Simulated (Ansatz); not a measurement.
Reaction (redistribution): `BN[SiH2]Cl` + `[F][GeH2][O][GeH3]` → `B[O][GeH2][F]` + `Cl[SiH2][NH][GeH3]`

Program: Ansatz. Geometries: PBE0-D4/def2-TZVP. ΔE: electronic, gas phase. CBS: MP2 limit from def2 TZ/QZ plus the TZ coupled-cluster correction, frozen cores. DFT in def2-TZVPP. For Ge outer-core shells are correlated without core-valence functions, which leaves a few kJ/mol of doubt a bond. Scalar relativity is left out up to krypton. One conformer a species, not always the lowest.

```csv
level,ΔE (eV)
PBE0-D4,0.19
ωB97X-V,0.20
PBE0,0.20
HF/CBS(def2),0.21
```

(1) What does CCSD(T)/CBS give? (An estimate is asked.)

Largest T1 diagnostic among the species: 0.013.

Results:

(1) Ansatz gave: +0.18 eV. The listed levels differ from it by 0.01, 0.02, 0.02, 0.03 eV.
